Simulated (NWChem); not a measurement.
Species: SiNH3ClF; SMILES Cl[Si@@H](F)N

```xyz
7

N      1.4321    -1.0869    -0.0817
Si    -0.0566    -0.4146     0.3770
F     -1.3151    -0.9122    -0.5168
Cl     0.0476     1.6158     0.0865
H      1.9396    -0.7633    -0.8967
H      1.7003    -2.0233     0.1970
H     -0.3761    -0.7585     1.7774
```
Atoms are numbered in this order, from 1.

STO-3G and 3-21G are far too small for this property and stand as cheap habits. The geometry was optimised at PBE0/def2-SVP.

Q: Give the principal values of the shielding tensors (ppm) of N1, Si2, F3, Cl4 from Hartree-Fock/STO-3G, GIAO (NWChem), with their diamagnetic and paramagnetic parts as GIAO splits them.

A: 
```csv
atom,σ11,σ22,σ33,isotropic,diamagnetic,paramagnetic
N1,307.9,327.5,416.2,350.5,314.3,36.2
Si2,538.0,591.3,602.8,577.4,865.5,-288.2
F3,416.1,580.5,646.5,547.7,456.7,91.0
Cl4,1110.9,1256.8,1295.4,1221.0,1130.2,90.8
```
